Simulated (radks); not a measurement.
Values are calculated unless marked as measured or tabulated.
Question: The mean radii <r> (bohr) of the occupied orbitals of an atom or ion are listed with their occupations. Code: a radial shooting solver on a logarithmic mesh with Libxc functionals. Model: non-relativistic Kohn-Sham, PBEsol, spin-polarised, spherical densities, point nucleus.

orbital  occ.     <r>
1s up       1  0.2307
1s down     1  0.2299
2s up       1   1.237
2s down     1   1.272
2p up       2   1.253
3d up       1   9.779

Name the element and its charge. Open shells, if any, are filled with parallel spins first.

Answer: Z = 7, nitrogen, charge 0: N in [He] 2s2 2p2 3d1. The 1s radius gives Z: for a bare nucleus <r> = 1.5/Z, 0.2143 bohr for Z = 7, and screening makes it slightly larger (0.2307 here). The occupations add up to 7, and the charge is Z minus that.
